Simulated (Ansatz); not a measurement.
One change: `C[SiH](C)[AlH][NH2]` becomes `CO[SiH](C)C`.

Ansatz, PBE0-D4/def2-TZVP geometries, multiplicity 1. Each molecule was computed in one conformer, which needn't be the lowest.

```csv
property,`C[SiH](C)[AlH][NH2]`
size of the dipole moment (B3LYP/def2-TZVPP) / D,1.37
HOMO–LUMO gap (ωB97M-V/def2-TZVPP) / eV,9.59
LUMO energy (B3LYP/def2-TZVPP) / eV,-1.11
HOMO–LUMO gap (PBE/def2-TZVPP) / eV,4.14
LUMO energy (PBE/def2-TZVPP) / eV,-1.67
size of the dipole moment (ωB97M-V/def2-TZVPP) / D,1.36
```

Question: What does the change do to each property? (Best estimate.)

Answer: The calculation gave: 
```csv
property,`CO[SiH](C)C`,shift
size of the dipole moment (B3LYP/def2-TZVPP) / D,0.81,-0.56
HOMO–LUMO gap (ωB97M-V/def2-TZVPP) / eV,12.74,3.15
LUMO energy (B3LYP/def2-TZVPP) / eV,0.88,1.99
HOMO–LUMO gap (PBE/def2-TZVPP) / eV,6.66,2.52
LUMO energy (PBE/def2-TZVPP) / eV,0.38,2.05
size of the dipole moment (ωB97M-V/def2-TZVPP) / D,0.81,-0.55
```

With PBE0 the HOMO falls by 0.86 eV and the LUMO rises by 2.14 eV, so the gap widens by about 3.00 eV. PBE moves the HOMO by -0.46 eV and ωB97M-V by -1.21 eV. Dipoles are sizes alone; their direction can turn.

B3LYP here is the variant with VWN-RPA as its local correlation; programs differ in this.
